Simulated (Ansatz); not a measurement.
AlCl₂H₆NSi₂, SMILES `[SiH3][N]([SiH3])[Al]([Cl])[Cl]`, 12 atoms. The species carries charge 0 and has multiplicity 1. All runs use 4 threads of an Arm Neoverse V2 on a shared host. Correlated methods freeze the cores.

Q: Give the basis size and wall time and peak host memory of each of these runs in Ansatz. RKS PBE-D4/def2-TZVPP energy and forces; RKS ωB97M-V/def2-SVP energy; RKS r2SCANh-D4/def2-TZVPP energy; RKS SPW92 (LDA)/def2-TZVPP energy; RHF-MP2/def2-QZVPP energy; RKS ωB97M-V/def2-QZVPP energy; RHF-CCSD(T)/def2-SVP energy; RKS PBE0-D4/def2-TZVP relaxation (10 steps); RHF-CCSD(T)/def2-TZVPP energy; RKS PBE0-D4/def2-TZVP frequencies; RKS PBE0-D4/def2-QZVPP energy; RKS PBE0-D4/def2-SVP energy. (Best estimate.)

A: Computed: Other jobs shared the machine, so times are rough.

```tsv
level	job	functions	wall time	peak host memory (GiB)
RKS PBE0-D4/def2-SVP	energy	134	1.8 s	0.34
RKS SPW92 (LDA)/def2-TZVPP	energy	325	2.1 s	0.63
RKS PBE-D4/def2-TZVPP	energy and forces	325	4.1 s	0.64
RKS ωB97M-V/def2-SVP	energy	134	7 s	0.53
RHF-CCSD(T)/def2-SVP	energy	134	8.5 s	0.71
RKS r2SCANh-D4/def2-TZVPP	energy	325	10 s	1.4
RKS PBE0-D4/def2-QZVPP	energy	587	18 s	3.4
RHF-MP2/def2-QZVPP	energy	587	33 s	4.8
RKS ωB97M-V/def2-QZVPP	energy	587	39 s	3.9
RKS PBE0-D4/def2-TZVP	relaxation (10 steps)	252	61 s	1
RKS PBE0-D4/def2-TZVP	frequencies	252	4.7 min	1
RHF-CCSD(T)/def2-TZVPP	energy	325	16 min	4.6
```
